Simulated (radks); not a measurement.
Results of a calculation; reference values are marked as such.
The oxygen ion O+ inside a hard spherical wall (all orbitals vanish at R), configuration held at [He] 2s2 2p3 and not refilled when levels cross. Code: a radial shooting solver on a logarithmic mesh with Libxc functionals. Model: non-relativistic Kohn-Sham, LDA (Slater exchange, VWN5 correlation), spin-polarised, spherical densities, point nucleus; open shells are filled with parallel spins first. Eigenvalues in eV for spin up, with the zero of energy where the potential of the charges vanishes at infinity; a dash marks a level that is unbound or too diffuse for the functional's potential to be trusted. A positive occupied level is held by the wall or, in an anion where self-interaction has pushed it up, behind a barrier. The pressure on the wall is -dE/dV.

[
 {"R (bohr)": "free", "E (hartree)": "-74.01672", "kinetic (hartree)": "73.713", "e(1s)": "-529.29", "e(2s)": "-41.165", "e(2p)": "-26.449", "e(3s, empty)": "-6.055", "e(3p, empty)": "-3.805", "pressure (GPa)": "0"},
 {"R (bohr)": "20", "E (hartree)": "-74.01672", "kinetic (hartree)": "73.713", "e(1s)": "-529.29", "e(2s)": "-41.165", "e(2p)": "-26.449", "e(3s, empty)": "-6.055", "e(3p, empty)": "-3.805", "pressure (GPa)": "< 0.0001"},
 {"R (bohr)": "15", "E (hartree)": "-74.01672", "kinetic (hartree)": "73.713", "e(1s)": "-529.29", "e(2s)": "-41.165", "e(2p)": "-26.449", "e(3s, empty)": "-6.055", "e(3p, empty)": "-3.802", "pressure (GPa)": "< 0.0001"},
 {"R (bohr)": "8", "E (hartree)": "-74.01672", "kinetic (hartree)": "73.713", "e(1s)": "-529.29", "e(2s)": "-41.165", "e(2p)": "-26.448", "e(3s, empty)": "-5.878", "e(3p, empty)": "-3.294", "pressure (GPa)": "< 0.0001"},
 {"R (bohr)": "6", "E (hartree)": "-74.01668", "kinetic (hartree)": "73.714", "e(1s)": "-529.29", "e(2s)": "-41.162", "e(2p)": "-26.445", "e(3s, empty)": "-4.915", "e(3p, empty)": "-1.715", "pressure (GPa)": "0.00685"},
 {"R (bohr)": "3", "E (hartree)": "-73.92614", "kinetic (hartree)": "74.309", "e(1s)": "-526.13", "e(2s)": "-39.175", "e(2p)": "-24.139", "e(3s, empty)": "19.982", "e(3p, empty)": "24.541", "pressure (GPa)": "59.9"},
 {"R (bohr)": "2.5", "E (hartree)": "-73.69307", "kinetic (hartree)": "75.451", "e(1s)": "-521.11", "e(2s)": "-35.721", "e(2p)": "-20.280", "e(3s, empty)": "44.140", "e(3p, empty)": "46.743", "pressure (GPa)": "310"},
 {"R (bohr)": "2", "E (hartree)": "-72.83780", "kinetic (hartree)": "78.703", "e(1s)": "-509.06", "e(2s)": "-25.882", "e(2p)": "-10.050", "e(3s, empty)": "98.851", "e(3p, empty)": "94.039", "pressure (GPa)": "1810"}
]
